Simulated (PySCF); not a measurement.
GaN from Hartree–Fock to correlated methods

State: ³Σ⁻ (triplet), unpaired electrons π ↑↑. Set-up: basis Ga def2-TZVPPD, N def2-TZVPPD; no relativity; PySCF 2.14. De refers to Ga + N in their high-spin ground configurations, without counterpoise correction. The functionals are run spin-unrestricted. A positive dipole means Ga(−)N(+).

| Level | Re (Å) | ωe (cm⁻¹) | De (eV) | μ (D) | CPU s a point (SCF and correlation, without the integrals) |
| --- | --- | --- | --- | --- | --- |
| UHF | 1.988 | 541 | 0.64 | -1.83 | 1.4 |
| UHF-MP2 | 1.984 | 539 | 1.96 | n/a | 2.4 |
| UHF-SCS-MP2 | 1.991 | 534 | 2.01 | n/a | n/a |
| UHF-CCSD | 1.995 | 524 | 1.91 | n/a | n/a |
| UHF-CCSD(T) | 2.001 | 516 | 2.03 | n/a | 110 |
| PBE | 2.029 | 486 | 2.58 | -1.78 | 1.7 |
| revPBE | 2.042 | 476 | 2.40 | -1.81 | 1.1 |
| BP86 | 2.029 | 486 | 2.59 | -1.78 | 1.1 |
| r²SCAN | 1.999 | 514 | 2.24 | -1.65 | 2.5 |
| r²SCANh | 1.993 | 521 | 2.16 | -1.68 | 3.4 |
| PBE0 | 2.000 | 518 | 2.29 | -1.79 | 3.7 |
| r²SCAN0 | 1.984 | 532 | 2.04 | -1.72 | 3.5 |
| HSE06 | 2.001 | 515 | 2.30 | -1.82 | 3.1 |
| MN15 | 1.980 | 539 | 2.32 | -1.75 | 3.5 |

(1) Which functional lies closest to UHF-CCSD(T) in De, which farthest, and by how much do they differ from it?

(2) What does a quarter of exact exchange do here, going from PBE to PBE0?

(3) What does the step from GGA to meta-GGA do here, going from PBE to r²SCAN?

Correlated steps freeze 10 core orbitals. Spin–orbit coupling is left out. The state was picked by a PBE0 search and need not be the measured ground state.

The whole job (state search and all levels along the bond) took about 12 min on 2 threads of Arm Neoverse V1 (shared host), peak memory 3 GiB.

## Answers

(1) Closest is r²SCAN0 (-1.7 pm in Re, +3.1 % in ωe, +0.01 eV in De against UHF-CCSD(T) in the same basis), farthest BP86 (+2.8 pm in Re, -5.8 % in ωe, +0.56 eV in De). CCSD(T) converges more slowly with the basis than the functionals do and binds too weakly in this one, so the order can change at the basis-set limit.

(2) PBE0 less PBE: -2.9 pm in Re, +6.6 % in ωe, -0.29 eV in De. Exact exchange removes part of the self-interaction that spreads semilocal densities, and in most molecules shortens and stiffens the bond and lowers De; so it does here.

(3) r²SCAN less PBE: -3.0 pm in Re, +5.8 % in ωe, -0.34 eV in De.
